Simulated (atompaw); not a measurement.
PBE PAW (atompaw) dataset for cobalt, scalar-relativistic all-electron reference.

Co (Z = 27), PAW, made with atompaw 4.2.0.5 (PBE, scalar-relativistic). Core [Ne], reference 3s2 3p6 3d7 4s1 4p1. Waves: 3s (bound): rc 1.20 bohr; 4s (bound): rc 1.60 bohr; 3p (bound): rc 1.35 bohr; 4p (bound): rc 1.60 bohr; 3d (bound): rc 1.20 bohr; 3d channel at 0.2 Ry: rc 1.60 bohr. Local part: troulliermartins scheme with l = 3 at 1 Ry, radius 1.55 bohr. Core correction: smooth core density matched at 1.55 bohr. Augmentation charge: sinc compensation charge, radius 1.20 bohr; PAW radius 1.60 bohr; waves and projectors: custom rrkj vanderbiltortho.

All-electron outer shells of the reference configuration (PBE, scalar-relativistic, ld1.x):

| shell | level (eV) | outermost node (bohr) | outermost maximum (bohr) |
| --- | --- | --- | --- |
| 2s | -900.77 | 0.08 | 0.21 |
| 2p | -771.71 | – | 0.17 |
| 3s | -104.26 | 0.31 | 0.66 |
| 3p | -67.50 | 0.28 | 0.68 |
| 3d | -10.01 | – | 0.66 |
| 4s | -6.62 | 0.96 | 2.26 |
| 4p | -2.12 | 1.05 | 3.09 |

Problem. Does the generator finish with these settings?

Solution. No. atompaw 4.2.0.5 stopped with "atompaw: The overlap operator has at least one negative eigenvalue!": the overlap operator built from these waves and projectors is not positive definite.
